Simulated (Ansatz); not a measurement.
`FB[SiH2]Cl` + `C[SeH]` → `C[Se][SiH2]Cl` + `BF` at 700 K and 1 bar (cleavage of the Si–B bond).

Calculated with Ansatz (gas phase, PBE0-D4/def2-TZVP geometries, no zero-point term in ΔE). CBS: MP2 limit from def2 TZ/QZ plus the TZ coupled-cluster correction, frozen cores. This one scheme is used for every species. For Se outer-core shells are correlated without core-valence functions, which leaves a few kJ/mol of doubt a bond. Scalar relativity is left out up to krypton. Each species was taken in one conformer, which may not be the lowest.

| species | CCSD(T)/CBS energy (Eh) | H − E (kJ/mol) | S (J/(mol·K)) |
| --- | --- | --- | --- |
| `FB[SiH2]Cl` | -875.32301 | 148.5 | 414.6 |
| `C[SeH]` | -2441.15625 | 157.6 | 325.3 |
| `C[Se][SiH2]Cl` | -3190.69652 | 221.1 | 463.7 |
| `BF` | -125.82039 | 88.4 | 262.0 |

H − E and S are ideal-gas, rigid-rotor, harmonic terms from PBE0-D4/def2-TZVP, for one conformer and one mirror image of each species. 1 Eh = 2625.50 kJ/mol, R = 8.31446 J/(mol·K).

Task: By hand: ΔE, ΔH, ΔS and ΔG.

Result: ΔE = (-3190.69652) + (-125.82039) − (-875.32301) − (-2441.15625) = -0.03765 Eh = -98.9 kJ/mol. Δ(H − E) = 221.1 + 88.4 − 148.5 − 157.6 = 3.4, so ΔH = -95.5 kJ/mol. ΔS = 463.7 + 262.0 − 414.6 − 325.3 = -14.2 J/(mol·K). ΔG = -95.5 − 700 × (-14.2)/1000 = -85.6 kJ/mol.

Task: By hand: the equilibrium constant, and the temperature at which ΔG would vanish if ΔH and ΔS stayed fixed.

Result: log₁₀ K = −ΔG/(RT ln 10) = 6.4. ΔG = 0 at ΔH/ΔS = 6725 K, far beyond where these terms or the molecules hold.

The number of gas molecules stays the same, so ΔS is small and ΔH decides. A doubt of 5 kJ/mol in ΔE shifts log₁₀ K by 0.4 here. Other conformers and mirror images would add mixing entropy, several J/(mol·K) or more a flexible species. Modes under 60 cm⁻¹, often nearly free rotors, make the harmonic entropy too high. These are equilibria of isolated gas molecules and say nothing of rates. Largest T1 diagnostic: 0.013 (customary marks: 0.02 for closed shells, 0.045 for open ones).
